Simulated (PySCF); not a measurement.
C8H7 (charge +1).
Atom-mapped SMILES: `[CH:1]#[C:2][C@H:3]1[CH:4]=[CH:5][CH:6]=[CH:7][CH+:8]1` (hydrogens: H9 on C1; H10 on C3; H11 on C4; H12 on C5; H13 on C6; H14 on C7; H15 on C8)

The geometry is computed with GFN2-xTB (gas phase).

Q: What internal coordinates does the optimisation give?

A: 
| bond | length (pm) | order |
| --- | --- | --- |
| C1≡C2 | 119.6 | triple |
| C2–C3 | 145.7 | single |
| C3–C4, C3–C8 | 146.6 | single |
| C4=C5, C7–C8 | 136.8 | double/single |
| C5–C6, C6=C7 | 139.9 | single/double |
| C1–H9 | 105.2 | single |
| C3–H10 | 112.0 | single |
| C4–H11, C8–H15 | 108.1 | single |
| C5–H12, C7–H14 | 108.0 | single |
| C6–H13 | 108.1 | single |

Bonds in one row agree within 1 pm and their mean is given. Orders are formal, as drawn. A selection of angles:
| angle | degrees |
| --- | --- |
| C2–C1–H9 | 179.4 |
| C1–C2–C3 | 177.8 |
| C2–C3–C4 | 116.1 |
| C2–C3–H10 | 101.7 |
| C4–C3–C8 | 116.3 |
| C4–C3–H10 | 101.2 |
| C3–C4–C5 | 120.7 |
| C3–C4–H11 | 117.8 |
| C5–C4–H11 | 121.5 |
| C4–C5–C6 | 120.3 |
| C4–C5–H12 | 120.1 |
| C6–C5–H12 | 119.6 |
| C5–C6–C7 | 121.5 |
| C5–C6–H13 | 119.2 |

Dihedral angles: C2–C3–C4–C5 148° (anticlinal); C3–C4–C5–C6 -3° (synperiplanar); C4–C5–C6–C7 1° (synperiplanar); C5–C6–C7–C8 -1° (synperiplanar); C6–C7–C8–C3 4° (synperiplanar); C2–C3–C8–C7 -148° (anticlinal).

C6 (carbon bonded to 2 C and H) is planar (angles 121.5°, 119.2° and 119.2°, sum 360.0°, 0.01 Å off the plane of its three neighbours). C5 (carbon bonded to 2 C and H) is planar (angles 120.3°, 120.1° and 119.6°, sum 360.0°, 0.01 Å off the plane of its three neighbours). The C–C distances run from 1.196 Å (C1≡C2, drawn triple in a drawing that doesn't fit all lengths) to 1.466 Å (C3–C4, drawn single in a drawing that doesn't fit all lengths), a spread of 0.270 Å. The 6-membered ring C3–C4–C5–C6–C7–C8 has internal angles of 116.3° to 121.5°; it is almost planar, 0.02 Å rms from its mean plane, widest ring torsion 6°. C4 (carbon bonded to 2 C and H) is planar (angles 121.5°, 120.7° and 117.8°, sum 360.0°, 0.00 Å off the plane of its three neighbours).

Point group: Cs (every atom within 0.08 Å of its image). No frequency check.
